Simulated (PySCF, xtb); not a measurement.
B2H4, SMILES BB.

GFN2-xTB run with xtb at its own geometry gives an orbital gap of 3.70 eV and a dipole moment of 0.00 D.

The structure is a stationary point at B3LYP-D3(BJ)/def2-TZVP.

Question: What does CAM-B3LYP/def2-TZVPD in PySCF give? (The exact figures need the calculation; the answer reports its results.)

Answer: gap 9.56 eV (levels -10.12 and -0.56 eV), dipole 0.00 D.
